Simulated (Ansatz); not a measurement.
Geometry optimisation, RKS PBE-D4/6-31G (Ansatz).

Input:

```yaml
crystal:
  periodic: [false, false, false]
  atoms:
    - { symbol: Si, position_ang: [0.0, 0.0, 0.0] }
    - { symbol: H, position_ang: [0.0, 0.0, 1.46] }
    - { symbol: O, position_ang: [1.5842, 0.0, -0.5594] }
    - { symbol: C, position_ang: [2.3503, -1.1632, -0.836] }
    - { symbol: H, position_ang: [1.7187, -1.9052, -1.3675] }
    - { symbol: H, position_ang: [3.2179, -0.8926, -1.4733] }
    - { symbol: H, position_ang: [2.7141, -1.6023, 0.1163] }
    - { symbol: O, position_ang: [-0.7913, 1.3709, -0.5594] }
    - { symbol: C, position_ang: [-2.1512, 1.4177, -0.9653] }
    - { symbol: H, position_ang: [-2.7687, 0.8215, -0.2614] }
    - { symbol: H, position_ang: [-2.5023, 2.4707, -0.9639] }
    - { symbol: H, position_ang: [-2.2473, 0.9975, -1.9882] }
    - { symbol: O, position_ang: [-0.7913, -1.3709, -0.5594] }
    - { symbol: Si, position_ang: [-1.673, -2.4329, 0.3983] }
    - { symbol: H, position_ang: [-1.2634, -2.287, 1.792] }
    - { symbol: H, position_ang: [-3.0964, -2.1323, 0.2761] }
    - { symbol: H, position_ang: [-1.4264, -3.8036, -0.0398] }
basis:
  gaussian: { orbitals: "6-31G" }
hamiltonian:
  xc: pbe
  dispersion: d4
relax:
  f_tol: 0.02
  max_steps: 40
```

Run as:

```bash
$ ansatz run input.yaml --threads 1 --pin off --max-ram 2048MiB --backend cpu --events-out ev --progress --plain --runs-dir out
```

Task: Where does it end, and by what steps?

Result: The run converged. The force dipped under the threshold on the way, but the program's further checks kept it going. Limits of this set-up: no polarisation functions. After 29 steps the energy has fallen by 0.684 eV; H12 moved furthest, 1.39 Å.

| step | energy less start (eV) | largest force component (eV/Å) | accepted |
| --- | --- | --- | --- |
| 0 | 0.0000 | 1.117 | yes |
| 2 | -0.4375 | 0.267 | yes |
| 4 | -0.5271 | 0.488 | yes |
| 6 | -0.6148 | 0.099 | yes |
| 8 | -0.6398 | 0.289 | yes |
| 10 | -0.6496 | 0.497 | no |
| 12 | -0.6751 | 0.053 | yes |
| 14 | -0.6782 | 0.076 | yes |
| 16 | -0.6801 | 0.027 | yes |
| 18 | -0.6810 | 0.031 | yes |
| 20 | -0.6819 | 0.038 | yes |
| 22 | -0.6826 | 0.055 | yes |
| 24 | -0.6835 | 0.038 | yes |
| 26 | -0.6839 | 0.039 | yes |
| 28 | -0.6843 | 0.020 | yes |
| 29 | -0.6844 | 0.014 | yes |

```xyz
17
Properties=species:S:1:pos:R:3
Si 0.055 0.032 0.596
H 0.553 0.445 1.949
O 1.239 0.179 -0.655
C 1.961 -0.932 -1.266
H 1.332 -1.836 -1.338
H 2.261 -0.606 -2.273
H 2.866 -1.171 -0.679
O -1.218 1.139 0.236
C -1.743 1.347 -1.114
H -2.426 0.526 -1.399
H -2.303 2.292 -1.092
H -0.924 1.417 -1.851
O -0.462 -1.592 0.618
Si -1.791 -2.689 0.675
H -2.513 -2.589 2.004
H -2.777 -2.389 -0.441
H -1.236 -4.084 0.498
```

Whether the end is a true minimum wasn't checked by a vibrational analysis.

Run time: 3.6 min on 1 thread of Arm Neoverse V2, with other jobs on the host, peak memory 0.16 GiB.
